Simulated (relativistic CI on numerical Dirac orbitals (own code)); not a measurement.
Hyperfine structure of Ni²⁺, mass number 61

Method of calculation: Dirac-Coulomb-Breit CI, orbitals from a KLI potential per configuration, a model potential for QED, valence Slater integrals scaled by 0.85, P86 correlation energy added to each configuration (own radial code, finite nucleus).

Configurations in the expansion (outside the closed core [Ne] 3s2): 3p⁶3d⁸, 3p⁶3d⁷4s, 3p⁶3d⁷4p, 3p⁶3d⁶4s², 3p⁶3d⁷5s, 3p⁶3d⁷4d, 3p⁶3d⁷5p, 3p⁶3d⁶4s4p, 3p⁶3d⁷4f, 3p⁶3d⁷5d, 3p⁶3d⁷5f, 3p⁶3d⁷5g, 3p⁶3d⁶4p², 3p⁶3d⁶4s5s, 3p⁵3d⁹. Levels of other configurations are missing.

Nuclear spin I = 3/2, μ = -0.74965 μN, Q = 0.162 b (tables of Stone and Pyykkö). The electronic factors are computed for point nuclear moments, without core polarisation; leaving it out makes A of s and p electrons in near-neutral atoms 20 to 40 % too small, and it can dominate for d and f shells.

```json
{"Level": "3p⁶3d⁸ ³F4", "E (cm⁻¹)": "0.0", "A (MHz)": "-238.3", "B (MHz)": "-74.1"}
{"Level": "3p⁶3d⁸ ³F3", "E (cm⁻¹)": "1295.2", "A (MHz)": "-322.1", "B (MHz)": "-54.9"}
{"Level": "3p⁶3d⁸ ³F2", "E (cm⁻¹)": "2170.4", "A (MHz)": "-475.9", "B (MHz)": "-49.8"}
{"Level": "3p⁶3d⁸ ¹D2", "E (cm⁻¹)": "14737.3", "A (MHz)": "-308", "B (MHz)": "68"}
{"Level": "3p⁶3d⁸ ³P2", "E (cm⁻¹)": "17306.8", "A (MHz)": "-255.4", "B (MHz)": "102"}
{"Level": "3p⁶3d⁸ ³P1", "E (cm⁻¹)": "17627.1", "A (MHz)": "4.294", "B (MHz)": "-52.8"}
{"Level": "3p⁶3d⁸ ¹G4", "E (cm⁻¹)": "22578.5", "A (MHz)": "-345.2", "B (MHz)": "-303"}
{"Level": "3p⁶3d⁷4s ⁵F5", "E (cm⁻¹)": "49921.9", "A (MHz)": "-628.4", "B (MHz)": "83.7"}
```

Levels with J = 0, under 50 % of one LS term, or S terms without an open s electron are left out. Small factors come from cancelling terms and can be off by tens of per cent or more.

For a near-neutral ion this model can misplace configurations by up to about 10,000 cm⁻¹ (more where the count of f electrons changes) and terms by 10 to 25 % of their spread. Rates follow the energies as ν³ (E1, M1) or ν⁵ (E2), so they and the lifetimes can be off by large factors. The fine structure of a lone outer electron comes out too small, for d and f at times inverted, and misplaced configurations move strength between like terms. 61 of the 61 excited levels that our extract of the measured tables holds in this range could be paired (the sources list more); they are missed by 3664 cm⁻¹ on average and 5494 at most, and levels without a partner can miss by more.

(1) Give the hyperfine levels of 3p⁶3d⁸ ³F4 relative to its centre of gravity.

## Answers

(1) With K = F(F + 1) − I(I + 1) − J(J + 1), E = AK/2 + B[¾K(K + 1) − I(I + 1)J(J + 1)]/[2I(2I − 1)J(2J − 1)]: F = 5/2: 1751, F = 7/2: 967.9, F = 9/2: -86.74, F = 11/2: -1449 MHz.
